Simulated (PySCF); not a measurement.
One of the candidates below gave these computed data.

All candidates are C5H8OS.

| technique | computed result |
| --- | --- |
| 13C NMR | chemical shifts (computed TMS as zero) by class: 229.1 (1 C), 142.7 (1 C), 124.6 (1 C), 79.2 (1 C), 35.9 (1 C) ppm [GIAO PBE0/pcSseg-1] |
| UV, strongest line | among the 8 lowest singlet transitions: S3 at 5.80 eV (214 nm, f = 0.171) [TDDFT PBE0/def2-SVPD] |
| UV, first state | lowest singlet excitation: 3.42 eV (363 nm, f = 0.000) [TDDFT PBE0/def2-SVPD] |
| NMR, other nuclei | isotropic shieldings of nuclei other than C and H, by class: 47 (1 O), 44 (1 S) ppm [GIAO PBE0/pcSseg-1] |
| Rotational structure | rotational constants A, B, C: 4.681, 1.101, 0.919 GHz [GFN2-xTB] |
| 1H NMR | chemical shifts (computed TMS as zero) by class: 6.51 (1 H), 5.69 (1 H), 5.60 (1 H), 4.97 (2 H), 2.79 (3 H) ppm [GIAO PBE0/pcSseg-1] |
| Polarisability | 88.5 au [PBE0/def2-SVPD] |
| Triplet | lowest triplet excitation (Tamm–Dancoff): 3.02 eV [TDA PBE0/def2-SVPD] |
| Dipole | 2.37 D [PBE0/def2-SVPD] |

Electronic properties: PySCF, gas phase, density fitting. Levels stand in brackets. One conformer (not necessarily the lowest) at the GFN2-xTB geometry, without solvent, vibrations or thermal averaging. NMR values are class means; diastereotopic atoms form classes of their own.

Question: Which candidate is it?
A. `C[C@H]1SCCC1=O`
B. `C=CCOC(C)=S`
C. `C=C/C=C\[S@@](C)=O`
D. `CC1=C[S@](=O)CC1`
E. `C=C(SC)C(C)=O`

Answer: B. It is `C=CCOC(C)=S`. Numbering: `[CH2:1]=[CH:2][CH2:3][O:4][C:5]([CH3:6])=[S:7]`. Its formula, C5H8OS, gives 2 degrees of unsaturation: 0 rings and 2 π bonds in the structure found. 5 carbons fall into 5 classes; from least to most shielded: thiocarbonyl carbon [C5] (229.1 ppm), alkene CH carbon [C2] (142.7 ppm), terminal =CH2 carbon [C1] (124.6 ppm), sp3 carbon bound to oxygen [C3] (79.2 ppm), methyl carbon [C6] (35.9 ppm). Hydrogen classes from least to most shielded: 1 H on an alkene CH carbon, C2 (6.51 ppm), 1 H on a terminal =CH2 carbon, C1 (5.69 ppm), 1 H on a terminal =CH2 carbon, C1 (5.60 ppm), 2 H on an sp3 carbon bound to oxygen, C3 (4.97 ppm, a mean of values up to 0.5 ppm apart in this geometry), 3 H on a methyl carbon, C6 (2.79 ppm). The other shieldings belong to: 47 ppm, oxygen bonded to 2 C [O4]; 44 ppm, thiocarbonyl sulfur [S7]. S1 is mainly HOMO→LUMO (weight 1.00); the largest Löwdin shares of the orbital it empties are 0.74 on the thiocarbonyl sulfur, 0.10 on the thiocarbonyl carbon and 0.04 on the methyl carbon, of the orbital it fills 0.37 on the thiocarbonyl carbon, 0.36 on the thiocarbonyl sulfur, 0.14 on the oxygen bonded to 2 C and 0.06 on the methyl carbon. The optimised geometry has point group C1 and is an asymmetric top.

The others, at the same levels:
- `C[C@H]1SCCC1=O` fails: its computed 13C shifts are 221.6 (1 C), 50.5 (1 C), 43.4 (1 C), 29.9 (1 C), 23.2 (1 C) ppm, 1H shifts are 3.26 (1 H), 3.20 (1 H), 2.74 (1 H), 2.57 (1 H), 2.50 (1 H), 1.42 (3 H) ppm and rotational constant A is 3.074 GHz (against 4.681 GHz).
- `C=C/C=C\[S@@](C)=O` fails: its computed 13C shifts are 162.1 (1 C), 140.1 (1 C), 139.3 (1 C), 129.5 (1 C), 49.3 (1 C) ppm, 1H shifts are 6.70 (1 H), 6.63 (1 H), 6.55 (1 H), 5.60 (1 H), 5.60 (1 H), 2.35 (3 H) ppm and rotational constant A is 4.997 GHz (against 4.681 GHz).
- `C=C(SC)C(C)=O` fails: its computed 13C shifts are 197.0 (1 C), 153.3 (1 C), 120.7 (1 C), 29.4 (1 C), 19.6 (1 C) ppm, 1H shifts are 6.66 (1 H), 5.00 (1 H), 2.42 (3 H), 2.24 (3 H) ppm and rotational constant A is 4.080 GHz (against 4.681 GHz).
- `CC1=C[S@](=O)CC1` fails: its computed 13C shifts are 160.4 (1 C), 142.5 (1 C), 58.1 (1 C), 40.6 (1 C), 20.9 (1 C) ppm, 1H shifts are 6.64 (1 H), 3.66 (1 H), 2.70 (1 H), 2.43 (1 H), 2.31 (1 H), 2.13 (3 H) ppm and lowest singlet excitation is 4.55 eV (273 nm, f = 0.002) (against 3.42 eV).

Each candidate is one conformer, not necessarily the lowest. Dipoles, sizes and rotational constants follow the conformer. The torsions of the flexible species, by atom-mapped SMILES:
- `[CH2:1]=[CH:2][CH2:3][O:4][C:5]([CH3:6])=[S:7]`: C1–C2–C3–O4 136°, C2–C3–O4–C5 177°, C3–O4–C5–C6 180°
- `[CH2:1]=[CH:2]/[CH:3]=[CH:4]\[S@@:5]([CH3:6])=[O:7]`: C1–C2–C3–C4 -176°, C3–C4–S5–C6 89°
- `[CH2:1]=[C:2]([S:3][CH3:4])[C:5]([CH3:6])=[O:7]`: C1–C2–S3–C4 4°, C1–C2–C5–C6 166°

The conformers of `C[C@H]1SCCC1=O` aren't listed.
